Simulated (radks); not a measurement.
Spherical jellium clusters: N electrons in a uniform positive sphere of charge N and radius rs N^(1/3), rs = 3.81 bohr. Calculated with a radial shooting solver with Libxc functionals: non-relativistic Kohn-Sham, LDA (Slater exchange, Perdew-Wang correlation), spin-polarised, spherical densities. Levels are named by radial order and angular momentum (1s, 1p, 1d, 2s, ...), and open shells are averaged over m.

N = 36, configuration 1s2 1p6 1d10 2s2 1f14 2p(up 2, down 0). This is the lowest configuration that the search found. Occupied and some empty levels:

| level | occupation | eigenvalue (eV) | <r> (bohr) |
|---|---|---|---|
| 1s up | 1 | -5.7170 | 7.189 |
| 1s down | 1 | -5.5607 | 7.595 |
| 1p up | 3 | -5.0372 | 8.754 |
| 1p down | 3 | -4.9517 | 8.933 |
| 1d up | 5 | -4.2254 | 9.742 |
| 1d down | 5 | -4.1724 | 9.802 |
| 2s up | 1 | -3.9514 | 7.891 |
| 2s down | 1 | -3.7613 | 7.655 |
| 1f up | 7 | -3.2836 | 10.49 |
| 1f down | 7 | -3.2421 | 10.50 |
| 2p up | 2 | -2.7878 | 8.867 |
| 2p down | 0 | -2.6038 | 8.976 |
| 1g up | 0 | -2.2250 | 11.17 |
| 1g down | 0 | -2.1853 | 11.16 |
| 2d up | 0 | -1.5926 | 10.41 |
| 2d down | 0 | -1.4706 | 10.65 |
| 3s up | 0 | -1.4517 | 10.45 |
| 3s down | 0 | -1.3470 | 10.59 |

Energy (eV): total -68.4723, kinetic 68.590, external -3330.0, Hartree 1649.8, exchange-correlation -138.83, background 1682.0.

Electron density:

| r (bohr) | n(r) (e/bohr^3) |
|---|---|
| 0.901 | 0.004722 |
| 2.41 | 0.004590 |
| 3.91 | 0.004233 |
| 5.42 | 0.003963 |
| 6.92 | 0.004271 |
| 8.43 | 0.004876 |
| 9.94 | 0.004632 |
| 11.4 | 0.002984 |
| 12.9 | 0.001177 |
| 14.4 | 0.0003289 |
| 16.0 | 0.00007622 |
| 17.5 | 0.00001627 |
| 19.0 | 3.286e-06 |
